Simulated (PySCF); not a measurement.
AlEt2H, C4H11Al.
Cartesian coordinates in Å at the PBE0-D3(BJ)/def2-SVP level; atoms count from 1:
```xyz
16
C4H11Al angstrom
Al    -0.1152   -0.8055   -0.6781
C      1.6028   -1.2546    0.1714
C      2.0987   -0.3150    1.2702
H      2.3549   -1.3332   -0.6381
H      1.5234   -2.2907    0.5541
H      3.0726   -0.6246    1.6853
H      2.2214    0.7173    0.9036
H      1.3930   -0.2642    2.1154
C     -1.1086    0.8052   -0.1364
C     -2.4087    1.1212   -0.8740
H     -0.4047    1.6576   -0.2092
H     -1.2942    0.7163    0.9524
H     -2.8909    2.0424   -0.5061
H     -2.2440    1.2549   -1.9555
H     -3.1457    0.3085   -0.7699
H     -0.6893   -1.7695   -1.8187
```

Computed at PBE0/pcSseg-1 (pcSseg-2 on Al) (PySCF, non-relativistic), with Q(27Al) = 0.1466 b: Al1, 27Al (I = 5/2): χzz = 51.43 MHz, η = 0.115.

Problem. Find the zero-field quadrupole resonance frequencies of 27Al at Al1.

Solution. From the eigenvalues of H = χ/[4I(2I − 1)] × [3Iz² − I(I + 1) + η(Ix² − Iy²)], steps between neighbouring levels, labelled as for η = 0: ±1/2↔±3/2 7.825 MHz, ±3/2↔±5/2 15.39 MHz (aluminium bonded to 2 C and H).

In a crystal, neighbours and librations shift these lines. Geometry: PBE0-D3(BJ)/def2-SVP, one conformer, isolated molecule. A larger basis could move these couplings by a tenth or more.
